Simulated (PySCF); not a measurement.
Mo(O)2(Cl)(SH) (ClHMoO2S), SMILES [O]=[Mo](=[O])([SH])[Cl], multiplicity 1.

Geometry optimised at PBE0-D3(BJ)/def2-SVP. The spin state was assumed, not searched. The structure was generated by enumeration; whether it is a known compound was not checked. The def2 effective core potentials stand for the cores of Mo; spin–orbit coupling is left out. The values are those of a single conformer.

Two levels are set side by side: PBE/def2-TZVP (PySCF) and PBE0/def2-TZVP (PySCF). Same geometry, gas phase. Differences are taken from unrounded values.

```csv
quantity,PBE0
orbital gap (eV),5.16
highest occupied level (eV),-8.67
lowest empty level (eV),-3.51
dipole moment (D),2.15
mean polarisability (bohr³),75.1
```

Question: What does PBE give, and how far is it from PBE0? (An estimate is asked for; the answer gives what the named calculation found.)

Answer: 
```json
[
 {"quantity": "orbital gap (eV)", "PBE": "3.33", "PBE minus PBE0": "-1.82"},
 {"quantity": "highest occupied level (eV)", "PBE": "-7.44", "PBE minus PBE0": "1.22"},
 {"quantity": "lowest empty level (eV)", "PBE": "-4.11", "PBE minus PBE0": "-0.60"},
 {"quantity": "dipole moment (D)", "PBE": "2.05", "PBE minus PBE0": "-0.10"},
 {"quantity": "mean polarisability (bohr³)", "PBE": "77.1", "PBE minus PBE0": "2.0"}
]
```

Without exact exchange PBE keeps part of each electron's self-repulsion, which lifts occupied levels and narrows the gap. Differences between two approximate levels are no errors against the true value.

Rough cost on one machine, each run with all the roots and properties that it gave: PBE0 against PBE within a factor of 2.
